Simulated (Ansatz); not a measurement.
Cost and result for the atomization energy of `OB[SiH]1C[SiH2]1` (12 atoms, 12 bonds).

```xyz
12

O    -0.507   -1.852   -1.404
B    -0.030   -1.933   -0.140
Si    0.021   -0.251    0.937
C    -0.841    1.294    0.217
Si    1.007    1.548   -0.030
H    -0.452   -2.679   -1.891
H     0.392   -2.981    0.277
H     0.050   -0.332    2.419
H    -1.448    1.115   -0.667
H    -1.337    1.953    0.926
H     1.633    2.619    0.780
H     1.513    1.498   -1.422
```

The species carries charge 0 and has multiplicity 1. Geometry: relaxed with PBE0-D4/def2-TZVP. It is one conformer, not always the lowest. Program: Ansatz. All runs use 4 threads of an Intel Xeon 6975P-C on a shared host. Times are those of one run each, without the atoms' runs, and a repeat can differ threefold. Electronic energies, without spin–orbit coupling; frozen cores. CCSD(T)/CBS adds CCSD(T) − MP2 in def2-TZVPP to the MP2 limit, and its time is that of the two runs behind it. T1 = 0.015. B3LYP takes the VWN-RPA correlation (the form of Gaussian; ORCA's B3LYP/G).

CCSD(T)/CBS is a level of theory with its own doubt, some kJ/mol a heavy atom from the limit and from the frozen cores, so smaller differences don't rank the functionals.

| level | functions | wall time | atomization (kJ/mol) | difference from CCSD(T)/CBS | per bond |
| --- | --- | --- | --- | --- | --- |
| PBE-D4/def2-TZVPP (with forces) | 275 | 1.7 s | 4261.7 | 62.3 | 5.2 |
| PBE0-D4/def2-TZVPP | 275 | 1.9 s | 4207.3 | 7.9 | 0.7 |
| r2SCAN-D4/def2-TZVPP (with forces) | 275 | 2.6 s | 4235.0 | 35.6 | 3.0 |
| B3LYP-D4/def2-TZVPP (with forces) | 275 | 3.1 s | 4200.7 | 1.3 | 0.1 |
| B2PLYP/def2-TZVPP | 275 | 3.6 s | 4151.5 | -47.9 | -4.0 |
| ωB97X-V/def2-TZVPP | 275 | 4.5 s | 4227.4 | 28.0 | 2.3 |
| ωB97M-V/def2-TZVPP (with forces) | 275 | 7 s | 4216.3 | 16.9 | 1.4 |
| MP2/def2-QZVPP | 521 | 15 s | 4203.6 | 4.2 | 0.3 |
| CCSD(T)/def2-TZVPP | 275 | 46 s | 4091.6 | -107.8 | -9.0 |
| CCSD(T)/CBS(def2) | – | 61 s | 4199.4 | 0.0 | 0.0 |

The D4 term adds +43.1 kJ/mol with B3LYP and +22.7 kJ/mol with PBE0; it sums over pairs of atoms, weighted by their polarisabilities, and B3LYP, whose exchange is more repulsive, gets the larger term. In def2-TZVPP, CCSD(T) changes the Hartree–Fock value by +976.2 kJ/mol (the triples alone add +59.7 kJ/mol) and MP2 by +1024.3 kJ/mol; breaking electron pairs costs correlation energy, which Hartree–Fock lacks. From PBE to PBE0 (25 % exact exchange), in def2-TZVPP and without D4, the atomization energy moves by −50.5 kJ/mol: exact exchange takes away binding that semilocal exchange gives to molecules.
